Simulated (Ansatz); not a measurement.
Reaction (cleavage of the Si–Si bond): `O[SiH2][SiH2][SeH]` + `[OH][GeH2][OH]` → `O[SiH2][O][GeH2][OH]` + `[SiH3][SeH]`

Computed with Ansatz on PBE0-D4/def2-TZVP structures; ΔE is electronic, products minus reactants. CCSD(T)/CBS is the MP2 limit (def2-TZVPP, def2-QZVPP) plus CCSD(T) − MP2 in def2-TZVPP, frozen cores. DFT in def2-TZVPP. B3LYP here is the variant with VWN-RPA as its local correlation; programs differ in this. For Ge, Se outer-core shells are correlated without core-valence functions, which leaves a few kJ/mol of doubt a bond. Scalar relativity is left out up to krypton. Each species was taken in one conformer, which may not be the lowest.

CCSD(T)/CBS gives -1.35 eV.

**Question.** Another level gave -1.06 eV. Which?
A. PBE/def2-TZVPP
B. CCSD(T)/def2-TZVPP
C. B3LYP-D4/def2-TZVPP
D. CCSD/def2-TZVPP

**Answer.** A. PBE -1.06, CCSD/def2-TZVPP -1.43, CCSD(T)/def2-TZVPP -1.38, B3LYP-D4 -1.32 eV.

Largest T1 diagnostic among the species: 0.012.

The D4 term adds +0.04 eV with B3LYP and +0.02 eV with PBE0; it sums over pairs of atoms, weighted by their polarisabilities, and B3LYP, whose exchange is more repulsive, gets the larger term. In def2-TZVPP, CCSD(T) changes the Hartree–Fock value by +0.30 eV (the triples alone add +0.05 eV) and MP2 by +0.25 eV. From PBE to PBE0 (25 % exact exchange), in def2-TZVPP and without D4, ΔE moves by −0.11 eV.
